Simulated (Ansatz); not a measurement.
Start from `[CH3][Sn]([OH])([OH])[Cl]` and change one atom or group to get `[CH3][Sn]([OH])([OH])[OH]`.

Ansatz, PBE0-D4/def2-TZVP geometries, multiplicity 1. Each molecule was computed in one conformer, which needn't be the lowest.

Elements past krypton have def2 core potentials.

```json
{"property": "size of the dipole moment (PBE/def2-TZVPP) / D", "`[CH3][Sn]([OH])([OH])[Cl]`": "1.32"}
{"property": "HOMO–LUMO gap (PBE/def2-TZVPP) / eV", "`[CH3][Sn]([OH])([OH])[Cl]`": "5.01"}
{"property": "HOMO–LUMO gap (ωB97M-V/def2-TZVPP) / eV", "`[CH3][Sn]([OH])([OH])[Cl]`": "11.83"}
{"property": "LUMO energy (PBE/def2-TZVPP) / eV", "`[CH3][Sn]([OH])([OH])[Cl]`": "-2.08"}
{"property": "LUMO energy (PBE0/def2-TZVPP) / eV", "`[CH3][Sn]([OH])([OH])[Cl]`": "-1.12"}
{"property": "zero-point energy (PBE0-D4/def2-TZVP) / kJ/mol", "`[CH3][Sn]([OH])([OH])[Cl]`": "167.3"}
```

Question: What does the change do to each property? (Estimate.)

Answer: The calculation gave: 
```csv
property,`[CH3][Sn]([OH])([OH])[OH]`,shift
size of the dipole moment (PBE/def2-TZVPP) / D,0.35,-0.97
HOMO–LUMO gap (PBE/def2-TZVPP) / eV,5.07,0.06
HOMO–LUMO gap (ωB97M-V/def2-TZVPP) / eV,11.77,-0.06
LUMO energy (PBE/def2-TZVPP) / eV,-1.71,0.37
LUMO energy (PBE0/def2-TZVPP) / eV,-0.75,0.37
zero-point energy (PBE0-D4/def2-TZVP) / kJ/mol,198.7,31.4
```

The zero-point energy changes by 31.4 kJ/mol with +3 modes. Dipoles are sizes alone; their direction can turn.

Positive LUMOs are unbound, so they and the gaps depend on the basis.
